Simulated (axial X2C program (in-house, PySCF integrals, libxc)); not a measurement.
Hf: configurations by level of theory

Computed with an in-house all-electron X2C program for linear molecules (integrals from PySCF), basis dyall-cv3z (cores contracted in-house), spin-free (one-electron X2C) and two-component (2c, atomic mean-field Coulomb and Gaunt terms). Energies in eV from the lowest row of each column (rows without correlated energies are left out; n/a marks j-coupled starts, which PBE0 does not hold); electrons by l are Mulliken totals of the Hartree–Fock solution, and PBE0 can relax to another configuration under the same block occupation. Coupled cluster uses truncated natural virtuals with an MP2 remainder. Frozen shells in the correlated columns: 4 s, 3 p, 2 d, 1 f.

Spin-free determinants:

```csv
electrons by l,"M_S, M_L",HF,MP2,CCSD(T),PBE0
s12 p24 d22 f14,"1, 3",0.02,0.00,0.00,0.15
s12 p24 d22 f14,"1, 2",0.00,0.03,0.01,0.03
s12 p24 d22 f14,"1, 0",0.13,0.17,0.10,0.00
s12 p24 d22 f14,"1, 1",0.44,0.31,0.21,0.25
s12 p24 d22 f14,"1, 1",0.55,0.39,0.31,0.35
s11.8 p24 d22.2 f14,"1, 0",0.50,0.54,0.44,0.27
```

Two-component determinants:

```
     electrons by l  2M_J    HF   MP2  CCSD(T)  PBE0
    s12 p24 d22 f14     4  0.00  0.00     0.00  0.00
    s12 p24 d22 f14     2  0.02  0.07     0.03  0.07
    s12 p24 d22 f14     6  0.30  0.43     0.39  0.31
    s12 p24 d22 f14     8  0.40  0.51     0.51  0.53
s11.8 p24 d22.2 f14     2  0.62  0.76     0.67  0.39
```

Ground level as tabulated from the NIST Atomic Spectra Database (leading term): 2S+1 = 3, L = 3, J = 2.

Spin-free rows of one term, and 2c rows of one J level, should be degenerate; broken spherical symmetry, the missing current term of PBE0 and determinants that mix terms or J levels spread them. The search is wide but not exhaustive and can miss a configuration; gaps between s and d configurations can be off by some tenths of an eV with this basis and core.

The run took 37 min on 1 thread of Intel(R) Xeon(R) Processor @ 2.30GHz, on a shared host.
